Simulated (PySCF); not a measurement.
CH6OSSiTe, SMILES CS[Te]O[SiH3]. Atoms are numbered in the order given.

```xyz
11

Te     0.3483     0.3230     0.7345
S     -1.4774     1.1355    -0.5550
C     -2.9426     0.2908     0.1420
H     -2.8664    -0.7953    -0.0012
H     -3.8060     0.6721    -0.4248
H     -3.0705     0.5293     1.2065
O      0.7390    -1.4352    -0.1857
Si     1.5462    -1.4999    -1.6553
H      0.7900    -0.7915    -2.7320
H      1.6642    -2.9455    -1.9992
H      2.9107    -0.8945    -1.5575
```
Charge 0, spin multiplicity 1.

The structure is a stationary point at r2SCAN-D4/def2-SVP. This is a generated structure with no PubChem entry under its InChIKey; it may be hypothetical. The def2 effective core potentials stand for the cores of Te; spin–orbit coupling is left out. The values are those of a single conformer.

Calculation: PBE/def2-TZVP run with PySCF.

Atomic charges (e):

```json
[
 {"atom": "Te1", "Mulliken": "0.31", "Löwdin": "0.33"},
 {"atom": "S2", "Mulliken": "-0.16", "Löwdin": "0.22"},
 {"atom": "C3", "Mulliken": "-0.33", "Löwdin": "-0.55"},
 {"atom": "H4", "Mulliken": "0.16", "Löwdin": "0.11"},
 {"atom": "H5", "Mulliken": "0.14", "Löwdin": "0.12"},
 {"atom": "H6", "Mulliken": "0.15", "Löwdin": "0.11"},
 {"atom": "O7", "Mulliken": "-0.47", "Löwdin": "-0.26"},
 {"atom": "Si8", "Mulliken": "0.30", "Löwdin": "0.06"},
 {"atom": "H9", "Mulliken": "-0.03", "Löwdin": "-0.05"},
 {"atom": "H10", "Mulliken": "-0.03", "Löwdin": "-0.04"},
 {"atom": "H11", "Mulliken": "-0.04", "Löwdin": "-0.05"}
]
```

Computed Mayer and Wiberg (Löwdin basis) orders of the bonds:
```json
[
 {"bond": "Te1–S2", "Mayer": "1.31", "Wiberg": "1.66"},
 {"bond": "S2–C3", "Mayer": "1.01", "Wiberg": "1.51"},
 {"bond": "C3–H4", "Mayer": "0.95", "Wiberg": "0.94"},
 {"bond": "C3–H5", "Mayer": "0.94", "Wiberg": "0.93"},
 {"bond": "C3–H6", "Mayer": "0.95", "Wiberg": "0.94"},
 {"bond": "Te1–O7", "Mayer": "0.89", "Wiberg": "1.26"},
 {"bond": "O7–Si8", "Mayer": "1.13", "Wiberg": "1.68"},
 {"bond": "Si8–H9", "Mayer": "0.93", "Wiberg": "0.97"},
 {"bond": "Si8–H10", "Mayer": "0.94", "Wiberg": "0.96"},
 {"bond": "Si8–H11", "Mayer": "0.93", "Wiberg": "0.97"}
]
```
